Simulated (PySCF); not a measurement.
# Hartree-Fock beside MP2: BH2NOSi

All numbers below are calculated, not measured. The program is PySCF 2.14.0, an open-source quantum chemistry code, run on an isolated molecule that a program drew, which may never have been made. The molecule is BH2NOSi (charge 0, singlet), drawn as the SMILES string `N=B[Si]O`.

The geometry was optimised and harmonic frequencies were computed with HF and MP2, all in the cc-pV(D+d)Z basis, for the commonest isotopes, with a restricted reference for singlets and an unrestricted one otherwise, and a frozen core in MP2. Each result is a local minimum of its method.

Geometry at the HF minimum:
```xyz
6
BH2NOSi, angstrom
N    -1.8430   -1.0462    1.3980
B    -1.4686    0.0494    0.9784
Si   -0.9375    1.8531    0.1356
O     0.0378    2.3604    1.3744
H    -2.1236   -1.9184    1.7615
H     0.4446    3.2080    1.2593
```

Lengths of the bonds as drawn, in Å (atoms numbered as above):
```
bond,HF,MP2
N1-B2,1.232,1.263
B2-Si3,2.061,2.046
Si3-O4,1.656,1.687
N1-H5,0.986,1.003
O4-H6,0.947,0.970
```

Rotational constants, in GHz:
```
constant     HF    MP2
       A  19.76  19.32
       B  3.099  3.065
       C  2.679  2.646
```

Harmonic frequencies in cm^-1, each column in rising order, so a row needn't be the same motion in every method:
```
rank    HF   MP2
   1   151   128
   2   240   200
   3   398   359
   4   516   469
   5   527   509
   6   586   516
   7   608   620
   8   890     ?
   9   944   936
  10  2053  1857
  11  4080  3833
  12  4146  3853
```

**Estimate the missing MP2 frequency from the HF column.**

A single factor s that minimises the squared misfit of MP2 against s times HF over the other rows is sum(HF x MP2) / sum(HF^2) = 0.9325, with an rms misfit of 34 cm^-1. For rank 8 it gives 0.9325 x 890 = 830 cm^-1. The calculation gives 837 cm^-1, 7 cm^-1 above the estimate. The drawn bonds are on average 1.6 % longer in MP2 than in HF.
